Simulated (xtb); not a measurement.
benzene (C6H6), SMILES c1ccccc1. All values are semi-empirical tight-binding results from xtb (GFN2-xTB unless named), good for trends rather than for accurate numbers. Geometry optimised at GFN2-xTB.

Optimised geometry:

Bonded distances (Å): C1–C2 1.385, C1–C6 1.385, C1–H7 1.080, C2–C3 1.385, C2–H8 1.080, C3–C4 1.385, C3–H9 1.080, C4–C5 1.385, C4–H10 1.080, C5–C6 1.385, C5–H11 1.080, C6–H12 1.080. Angles (°): C2–C1–C6 120.0, C2–C1–H7 120.0, C6–C1–H7 120.0, C1–C2–C3 120.0, C1–C2–H8 120.0, C3–C2–H8 120.0, C2–C3–C4 120.0, C2–C3–H9 120.0, C4–C3–H9 120.0, C3–C4–C5 120.0, C3–C4–H10 120.0, C5–C4–H10 120.0, C4–C5–C6 120.0, C4–C5–H11 120.0, C6–C5–H11 120.0, C1–C6–C5 120.0, C1–C6–H12 120.0, C5–C6–H12 120.0.

### Question
Estimate the properties. (Estimate from the structure and the level; the computed values follow.)

### Answer

The point group as xtb finds it is D6h and the orbital gap is 4.93 eV. The dipole moment is 0.00 D. The zero-point energy is 61.2 kcal/mol. The G − E(el) at 298.15 K (modified RRHO) is 45.4 kcal/mol, the static polarisability (D4 model) is 67.9 bohr³ and the solvation energy, GFN2-xTB/ALPB(water) comes out as -0.5 kcal/mol. The solvation energy, GFN2-xTB/ALPB(thf) comes out as -4.6 kcal/mol.

Computed IR lines (harmonic; lines under 4 % of the strongest left out, lines within 3 cm⁻¹ merged):
ν (cm⁻¹): 693 (w), 3084 (vs) (against the strongest line: vs over 80 %, s over 45 %, m over 15 %, w over 4 %, vw less)

Computed atomic charges and the Wiberg bond orders between heavy atoms:
charges (e) C1 -0.03, C2 -0.03, C3 -0.03, C4 -0.03, C5 -0.03, C6 -0.03, H7 0.03, H8 0.03, H9 0.03, H10 0.03, H11 0.03, H12 0.03. Bond orders C1–C2 1.44, C2–C3 1.44, C3–C4 1.44, C4–C5 1.44, C1–C6 1.44, C5–C6 1.44.
